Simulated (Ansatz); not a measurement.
## Pulling the pair apart

The pair of Li⁺ (SMILES [Li+], atom 1) and C₂H₂ (SMILES C#C, atoms 2–5), both closed shells, in one local arrangement (a lower one may exist), relaxed at PBE0-D4/def2-TZVP:

```xyz
5
angstrom
Li -0.4998 1.7167 -0.1071
C 0.1001 -0.3539 0.6244
C 0.1257 -0.4216 -0.5760
H 0.1016 -0.3770 1.6965
H 0.1725 -0.5642 -1.6378
```

C₂H₂ is shifted rigidly along the line between the mean atom positions of the two fragments (negative: closer). Counterpoise interaction energies in kJ/mol. Program: Ansatz 0.2.0. Basis: def2-TZVPPD. Cores are frozen in the correlated methods. The outer core shell of Li, Na, Mg and K is correlated.

```json
{"shift (Å)": "-0.23", "PBE0-D4": "-84.8", "MP2": "-70.9", "PBE-D4": "-83.2"}
{"shift (Å)": "-0.11", "PBE0-D4": "-93.1", "MP2": "-80.5", "PBE-D4": "-91.6"}
{"shift (Å)": "0.00", "PBE0-D4": "-95.5", "MP2": "-84.0", "PBE-D4": "-94.2"}
{"shift (Å)": "0.11", "PBE0-D4": "-94.0", "MP2": "-83.6", "PBE-D4": "-93.0"}
{"shift (Å)": "0.27", "PBE0-D4": "-88.3", "MP2": "-79.1", "PBE-D4": "-87.7"}
{"shift (Å)": "0.57", "PBE0-D4": "-77.2", "MP2": "-66.0", "PBE-D4": "-77.8"}
{"shift (Å)": "1.14", "PBE0-D4": "-49.8", "MP2": "-41.8", "PBE-D4": "-50.6"}
{"shift (Å)": "2.28", "PBE0-D4": "-19.8", "MP2": "-16.9", "PBE-D4": "-19.7"}
```

What does CCSD(T) give at these shifts? (To be estimated.)

Computed: -72.0, -81.6, -85.0, -84.5, -79.9, -66.4, -41.9, -16.9 kJ/mol. For zero shift, CCSD(T) at an estimated basis limit (MP2 extrapolated from triple and quadruple zeta, plus CCSD(T) − MP2 in triple zeta) gives -88.8 kJ/mol. These are counterpoise interaction energies, counted from the two frozen fragments.

No T1 diagnostic of these runs exceeds 0.013.

For scale, one of the runs: CCSD(T)/def2-TZVPPD, 130 basis functions, launched by `ansatz run in.yaml --threads 2 --pin off --events-out ev --progress --plain --max-ram 5222MiB`. The run took 3.4 s on 2 CPU threads of an Intel Xeon 6975P-C (shared host), with 0.79 GiB of host memory at its peak.
